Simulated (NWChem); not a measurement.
System: CH$_{5}$GaS; SMILES [GaH2][S]C

NWChem input:

```
start job
memory heap 200 mb stack 900 mb global 1100 mb
geometry units angstroms noautoz
  Ga     0.102450    -1.117738     0.000154
  H     -1.004614    -2.233726     0.000512
  H      1.669709    -1.300076    -0.001310
  S     -0.639147     0.960119     0.001329
  C      0.905933     1.959812     0.001695
  H      0.919278     2.597992     0.905870
  H      0.913285     2.606974    -0.896133
  H      1.808438     1.319190    -0.004524
end
basis spherical
  * library def2-svp
end
dft
  xc pbe0
  iterations 150
  mulliken
end
task dft energy
```

Structure relaxed at the PBE-D3(BJ)/def2-SVP level.

Question: Predict the main results of this run. (PBE0/def2-SVP.) Quantities: basis functions; energy (Ha); highest occupied level (eV); orbital gap (eV); dipole (D).

Answer: The number of basis functions comes out as 89 and the energy (Ha) is -2363.33. The highest occupied level (eV) is -7.04 and the orbital gap (eV) comes out as 5.73. The dipole (D) comes out as 1.48.
